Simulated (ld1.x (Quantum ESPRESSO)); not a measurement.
Reading a pseudo-wave (hafnium)

Columns: radius, all-electron u(r) and pseudo u(r) of the 5d shell (level -2.87 eV) of hafnium in the configuration [Kr] 4d10 4f14 5s2 5p6 5d2 6s2 6p0; LDA (PZ), scalar-relativistic, TM scheme, ld1.x (Quantum ESPRESSO) 7.5.

| r (bohr) | all-electron | pseudo |
| --- | --- | --- |
| 0.140 | 0.1669 | 0.0021 |
| 0.280 | -0.1449 | 0.0165 |
| 0.420 | -0.2707 | 0.0523 |
| 0.560 | -0.1511 | 0.1136 |
| 0.700 | 0.0492 | 0.1982 |
| 0.840 | 0.2409 | 0.2981 |
| 0.980 | 0.3943 | 0.4018 |
| 1.120 | 0.5059 | 0.4972 |
| 1.260 | 0.5809 | 0.5748 |
| 1.400 | 0.6271 | 0.6295 |
| 1.540 | 0.6512 | 0.6606 |
| 1.680 | 0.6593 | 0.6715 |
| 1.820 | 0.6559 | 0.6670 |
| 1.960 | 0.6443 | 0.6523 |
| 2.100 | 0.6272 | 0.6317 |
| 2.240 | 0.6064 | 0.6084 |
| 2.380 | 0.5833 | 0.5839 |
| 2.520 | 0.5590 | 0.5590 |
| 2.660 | 0.5339 | 0.5339 |
| 2.800 | 0.5088 | 0.5088 |
| 2.940 | 0.4839 | 0.4839 |
| 3.080 | 0.4594 | 0.4594 |
| 3.220 | 0.4355 | 0.4355 |
| 3.360 | 0.4124 | 0.4124 |
| 3.500 | 0.3901 | 0.3901 |
| 3.640 | 0.3687 | 0.3687 |

(1) How many radial nodes do the two functions have?

(2) At about which radius was the pseudo-wave matched?

(3) Where does each function peak?

(4) Is the pseudo-wave norm-conserving?

## Answers

(1) The all-electron 5d function has n − l − 1 = 2; the pseudo-wave has 0, since the states of the same l below it are removed with the core.

(2) 2.80 bohr. The columns agree to 0.0005 from 2.52 bohr on; several derivatives are matched, so the curves merge somewhat inside the radius.

(3) Outermost all-electron maximum near 1.68 bohr, pseudo maximum near 1.68 bohr (to the table’s step).

(4) Yes: the TM scheme keeps the norm inside the radius equal to the all-electron one, which fixes the energy derivative of the logarithmic derivative at the level.
